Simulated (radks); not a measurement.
Question: These are the eigenvalues of the occupied orbitals of an atom or ion with whole-number occupations (eV). Calculated with a radial shooting solver on a logarithmic mesh with Libxc functionals: scalar-relativistic Kohn-Sham, PBE, spin-polarised, spherical densities, finite nucleus; Fermi nuclear charge, rms radius of each element as measured or else 0.836 A^(1/3) + 0.57 fm.

1s up: -34411.09
1s down: -34410.97
2s up: -5389.422
2s down: -5389.369
2p up: -4840.248
2p down: -4840.152
3s up: -1134.166
3s down: -1134.067
3p up: -956.7691
3p down: -956.6556
3d up: -693.6661
3d down: -693.5577
4s up: -237.0751
4s down: -236.8325
4p up: -180.8481
4p down: -180.5882
4d up: -98.8091
4d down: -98.4074
5s up: -55.7170
5s down: -53.5228
5p up: -41.9413
6p up: -17.1510

Which element is it, and in what charge state? The configuration may be excited. Open shells, if any, are filled with parallel spins first.

Answer: Z = 54, xenon, charge +3: Xe3+ in [Kr] 4d10 5s2 5p2 6p1. The list shows which subshells hold electrons but not how many an open one holds; the 1s level, -1264.6 hartree, gives Z - s = 50.3 by -(Z - s)^2/2, which with screening and relativity narrows Z to a few neighbours, and the depths of the outer levels then fix element, charge and occupations together.
